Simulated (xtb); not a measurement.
C₂H₆OZn, quintet, at a GFN2-xTB geometry of the parent state (such geometries of metal compounds can be far from the true shape) (a higher spin typed on purpose: for a closed-shell molecule this is an excited state); GFN0-xTB run with xtb.

xtb was given this input:
```
$ xtb mol.xyz --gfn 0 --chrg 0 --uhf 4 --json

# file mol.xyz
10

Zn     0.51336456     0.04268395     0.35947764
C     -0.18985124    -1.05497978    -1.17737509
C     -1.57289452    -0.53229609    -1.54371968
H     -0.25714403    -2.10520493    -0.90394124
H      0.46664509    -0.98835194    -2.04136197
H     -1.53274000     0.50864029    -1.85911762
H     -2.26093044    -0.60806788    -0.70373102
H     -1.98257239    -1.11857733    -2.36859514
O      0.03734617     1.34267470     1.41084832
H      0.44351018     1.81330083     2.13219997
```

Write the output that xtb gives for this input, abridged.


```
   ID    Z sym.   atoms
    1   30 Zn     1
    2    6 C      2, 3
    3    1 H      4-8, 10
    4    8 O      9

           -------------------------------------------------
          |                Calculation Setup                |
           -------------------------------------------------

           -------------------------------------------------
          |                 G F N 0 - x T B                 |
           -------------------------------------------------

          ...................................................
          :                      SETUP                      :
          :.................................................:
          :  # basis functions                  28          :
          :  # atomic orbitals                  28          :
          :  # shells                           20          :
          :  # electrons                        22          :
          :  electronic temp.          300.0000000     K    :
          :  accuracy                    1.0000000          :
          :  -> integral cutoff          0.2500000E+02      :
          :  -> integral neglect         0.1000000E-07      :
          ...................................................

         :::::::::::::::::::::::::::::::::::::::::::::::::::::
         ::                     SUMMARY                     ::
         :::::::::::::::::::::::::::::::::::::::::::::::::::::
         :: total energy             -11.216779787859 Eh    ::
         :: gradient norm              0.102116789069 Eh/a0 ::
         :: HOMO-LUMO gap              0.553294980475 eV    ::
         ::.................................................::
         :: H0 energy                -11.299108299034 Eh    ::
         :: repulsion energy           0.136263818023 Eh    ::
         :: electrostat energy        -0.052018284396 Eh    ::
         :: -> Gsolv                   0.000000000000 Eh    ::
         ::    -> Gsasa                0.000000000000 Eh    ::
         ::    -> Gshift               0.000000000000 Eh    ::
         :: dispersion energy         -0.001917022452 Eh    ::
         :: short-range corr.         -0.000000000000 Eh    ::
         :: add. restraining           0.000000000000 Eh    ::
         :: total charge              -0.000000000000 e     ::
         :::::::::::::::::::::::::::::::::::::::::::::::::::::

           -------------------------------------------------
          |                Property Printout                |
           -------------------------------------------------

    * Orbital Energies and Occupations

         #    Occupation            Energy/Eh            Energy/eV
      -------------------------------------------------------------
         1        2.0000           -0.6953214             -18.9207
         2        2.0000           -0.6325418             -17.2123
         3        2.0000           -0.6042881             -16.4435
         4        2.0000           -0.5534712             -15.0607
         5        2.0000           -0.5391439             -14.6709
         6        2.0000           -0.5303625             -14.4319
         7        2.0000           -0.5068826             -13.7930
         8        2.0000           -0.4990952             -13.5811
         9        1.9892           -0.4438574             -12.0780
        10        1.0108           -0.4352682             -11.8443
        11        1.0000           -0.4166676             -11.3381
        12        1.0000           -0.2670847              -7.2677
        13        1.0000           -0.1701391              -4.6297 (HOMO)
        14        0.0000           -0.1498059              -4.0764 (LUMO)
        15                         -0.1373971              -3.7388
        16                         -0.1158802              -3.1533
        17                         -0.0942982              -2.5660
        18                         -0.0719513              -1.9579
        19                         -0.0056931              -0.1549
        20                          0.0554357               1.5085
        21                          0.0875566               2.3825
        22                          0.1748792               4.7587
        23                          0.2174462               5.9170
        24                          0.2473689               6.7312
       ...                                ...                  ...
        28                          0.7954258              21.6446
      -------------------------------------------------------------
                  HL-Gap            0.0203332 Eh            0.5533 eV
             Fermi-level            0.0000000 Eh            0.0000 eV

     #   Z          covCN         q      C6AA      α(0)
     1  30 Zn       1.594    -0.163   121.967    21.677
     2   6 C        3.654     0.028    22.779     6.928
     3   6 C        3.776    -0.388    32.344     8.201
     4   1 H        0.925     0.075     2.031     2.229
     5   1 H        0.925     0.075     2.035     2.231
     6   1 H        0.925     0.162     1.315     1.793
     7   1 H        0.925     0.163     1.309     1.789
     8   1 H        0.924     0.128     1.547     1.945
     9   8 O        1.543    -0.353    19.889     6.027
    10   1 H        0.806     0.274     0.805     1.409

 Mol. C6AA /au·bohr⁶  :       1085.154752
 Mol. C8AA /au·bohr⁸  :      38861.635539
 Mol. α(0) /au        :         54.230252

Wiberg/Mayer (AO) data.
largest (>0.10) Wiberg bond orders for each atom

 ---------------------------------------------------------------------------
     #   Z sym  total        # sym  WBO       # sym  WBO       # sym  WBO
 ---------------------------------------------------------------------------
     1  30 Zn   1.324 --     9 O    0.607     2 C    0.295    10 H    0.113
     2   6 C    3.422 --     3 C    1.062     5 H    0.934     4 H    0.933
                             1 Zn   0.295     9 O    0.107
     3   6 C    3.980 --     2 C    1.062     6 H    0.946     7 H    0.945
                             8 H    0.910
     4   1 H    1.164 --     2 C    0.933
     5   1 H    1.161 --     2 C    0.934
     6   1 H    1.227 --     3 C    0.946
     7   1 H    1.229 --     3 C    0.945
     8   1 H    1.050 --     3 C    0.910
     9   8 O    1.700 --    10 H    0.921     1 Zn   0.607     2 C    0.107
    10   1 H    1.275 --     9 O    0.921     1 Zn   0.113
 ---------------------------------------------------------------------------

Topologies differ in total number of bonds
Writing topology from bond orders to xtbtopo.mol

 dipole moment from electron density (au)
     X       Y       Z
   0.8763   1.1736   1.7847  total (Debye):    5.868

           -------------------------------------------------
          | TOTAL ENERGY              -11.216779787859 Eh   |
          | GRADIENT NORM               0.102116789069 Eh/α |
          | HOMO-LUMO GAP               0.553294980475 eV   |
           -------------------------------------------------

normal termination of xtb
```
